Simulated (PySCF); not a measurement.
hexafluoropropene (C₃F₆), singlet, geometry from GFN2-xTB; DF-SVWN5/def2-SVPD (PySCF).

Input for PySCF:
```python
from pyscf import gto, scf, dft

mol = gto.M(
    atom='''
F     2.491847   -0.188296    0.798421
C     1.314185    0.246835    0.424680
F     1.260674    1.558248    0.421121
C     0.282299   -0.525202    0.085216
F     0.376068   -1.856638    0.101497
C    -1.064361    0.031018   -0.341549
F    -1.610870    0.786249    0.618079
F    -0.954475    0.807488   -1.425501
F    -1.917994   -0.942152   -0.625849
''',
    basis='def2-svpd',
    charge=0,
    spin=0,
    verbose=4,
)

mf = dft.RKS(mol)
mf.xc = 'lda,vwn'
mf = mf.density_fit(auxbasis='def2-universal-jkfit')
mf.kernel()
```

Output, abridged:

```
PySCF version 2.14.0

[INPUT] verbose = 4
[INPUT] num. atoms = 9
[INPUT] num. electrons = 72
[INPUT] charge = 0
[INPUT] spin (= nelec alpha-beta = 2S) = 0
[INPUT] symmetry False subgroup None
[INPUT] Mole.unit = angstrom
[INPUT] Symbol           X                Y                Z      unit          X                Y                Z       unit  Magmom
[INPUT]  1 F      2.491847000000  -0.188296000000   0.798421000000 AA    4.708908374319  -0.355827870351   1.508797022101 Bohr   0.0
[INPUT]  2 C      1.314185000000   0.246835000000   0.424680000000 AA    2.483449727012   0.466450547957   0.802528890580 Bohr   0.0
[INPUT]  3 F      1.260674000000   1.558248000000   0.421121000000 AA    2.382328592360   2.944661954151   0.795803355303 Bohr   0.0
[INPUT]  4 C      0.282299000000  -0.525202000000   0.085216000000 AA    0.533467795239  -0.992487940074   0.161034901431 Bohr   0.0
[INPUT]  5 F      0.376068000000  -1.856638000000   0.101497000000 AA    0.710665524213  -3.508537332460   0.191801532465 Bohr   0.0
[INPUT]  6 C     -1.064361000000   0.031018000000  -0.341549000000 AA   -2.011350787668   0.058615524932  -0.645434068119 Bohr   0.0
[INPUT]  7 F     -1.610870000000   0.786249000000   0.618079000000 AA   -3.044103122278   1.485795275713   1.168000033345 Bohr   0.0
[INPUT]  8 F     -0.954475000000   0.807488000000  -1.425501000000 AA   -1.803696342744   1.525931168873  -2.693806480294 Bohr   0.0
[INPUT]  9 F     -1.917994000000  -0.942152000000  -0.625849000000 AA   -3.624483368559  -1.780409247711  -1.182683205333 Bohr   0.0

nuclear repulsion = 511.088607420723
number of shells = 78
number of NR pGTOs = 288
number of NR cGTOs = 198
basis = def2-svpd
ecp = {}

******** <class 'pyscf.df.df_jk.DFRKS'> ********
method = DFRKS
initial guess = minao
damping factor = 0
level_shift factor = 0
DIIS = <class 'pyscf.scf.diis.CDIIS'>
diis_start_cycle = 1
diis_space = 8
diis_damp = 0
SCF conv_tol = 1e-09
SCF conv_tol_grad = None
SCF max_cycles = 50
direct_scf = False
XC library pyscf.dft.libxc version 7.1.2
    S. Lehtola, C. Steigemann, M. J. T. Oliveira, and M. A. L. Marques,  SoftwareX 7, 1–5 (2018)
XC functionals = lda,vwn
    P. A. M. Dirac,  Math. Proc. Cambridge Philos. Soc. 26, 376 (1930)
    F. Bloch,  Z. Phys. 57, 545 (1929)
    S. H. Vosko, L. Wilk, and M. Nusair,  Can. J. Phys. 58, 1200 (1980)
radial grids:
    Treutler-Ahlrichs [JCP 102, 346 (1995); DOI:10.1063/1.469408] (M4) radial grids

becke partition: Becke, JCP 88, 2547 (1988); DOI:10.1063/1.454033
pruning grids: <function nwchem_prune>
grids dens level: 3
symmetrized grids: False
atomic radii adjust function: <function treutler_atomic_radii_adjust>
small_rho_cutoff = 0
Set gradient conv threshold to 3.16228e-05
Initial guess from minao.
tot grids = 127928
init E= -709.458705779108
  HOMO = -0.258085695460544  LUMO = -0.0458921694854166  gap/eV = 5.77408
cycle= 1 E= -707.931345238601  delta_E= 1.53  |g|= 0.925  |ddm|= 4.17
  HOMO = -0.280910806448936  LUMO = -0.127865134827846  gap/eV = 4.16458
cycle= 2 E= -707.440009920825  delta_E= 0.491  |g|= 1.98  |ddm|= 2.65
  HOMO = -0.263481436491289  LUMO = -0.0749701748957778  gap/eV = 5.12965
cycle= 3 E= -708.073730310779  delta_E= -0.634  |g|= 0.164  |ddm|= 1.81
  HOMO = -0.26689951165833  LUMO = -0.0799191662719489  gap/eV = 5.08799
cycle= 4 E= -708.076361242306  delta_E= -0.00263  |g|= 0.113  |ddm|= 0.261
  HOMO = -0.268202984631218  LUMO = -0.0789577864040276  gap/eV = 5.14962
cycle= 5 E= -708.078452593659  delta_E= -0.00209  |g|= 0.034  |ddm|= 0.12
  HOMO = -0.267077239687613  LUMO = -0.0785974057390617  gap/eV = 5.12880
cycle= 6 E= -708.078663497963  delta_E= -0.000211  |g|= 0.0148  |ddm|= 0.0475
  HOMO = -0.267006128770871  LUMO = -0.0784759205447325  gap/eV = 5.13017
cycle= 7 E= -708.078717355026  delta_E= -5.39e-05  |g|= 0.00327  |ddm|= 0.0191
  HOMO = -0.26709655809551  LUMO = -0.0785228062361569  gap/eV = 5.13135
cycle= 8 E= -708.078719472609  delta_E= -2.12e-06  |g|= 0.000693  |ddm|= 0.00389
  HOMO = -0.267084771908958  LUMO = -0.0785028764880695  gap/eV = 5.13157
cycle= 9 E= -708.078719547399  delta_E= -7.48e-08  |g|= 0.000316  |ddm|= 0.000858
  HOMO = -0.26707503735481  LUMO = -0.0784945438991573  gap/eV = 5.13154
cycle= 10 E= -708.078719563278  delta_E= -1.59e-08  |g|= 5.37e-05  |ddm|= 0.00031
  HOMO = -0.267080447697019  LUMO = -0.0784993049235685  gap/eV = 5.13155
cycle= 11 E= -708.078719563795  delta_E= -5.17e-10  |g|= 1.33e-05  |ddm|= 9.79e-05
  HOMO = -0.267078503572632  LUMO = -0.0784980375475146  gap/eV = 5.13154
Extra cycle  E= -708.078719563695  delta_E= 9.98e-11  |g|= 2.62e-05  |ddm|= 3.49e-05
converged SCF energy = -708.078719563695
```
